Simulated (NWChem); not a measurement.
# trichlorofluoromethane (CCl$_{3}$F); SMILES FC(Cl)(Cl)Cl

```xyz
5

F      0.0000     0.0000     1.5819
C      0.0000     0.0000     0.2556
Cl     0.8204    -1.4598    -0.3084
Cl     0.8541     1.4404    -0.3084
Cl    -1.6744     0.0194    -0.3084
```
Atoms are numbered in this order, from 1.

All runs use the structure optimised with PBE0/def2-SVP. No frequency run checked for a minimum.

**Question.** Give the principal values of the shielding tensors (ppm) of F1, C2, Cl3 from PBE/pcSseg-1, GIAO (NWChem), with their diamagnetic and paramagnetic parts as GIAO splits them.

**Answer.** 
| atom | σ11 | σ22 | σ33 | isotropic | diamagnetic | paramagnetic |
|---|---|---|---|---|---|---|
| F1 | 133.5 | 133.5 | 166.9 | 144.6 | 478.0 | -333.4 |
| C2 | 28.5 | 28.5 | 34.6 | 30.5 | 248.8 | -218.3 |
| Cl3 | 26.8 | 82.5 | 924.3 | 344.5 | 1145.3 | -800.8 |
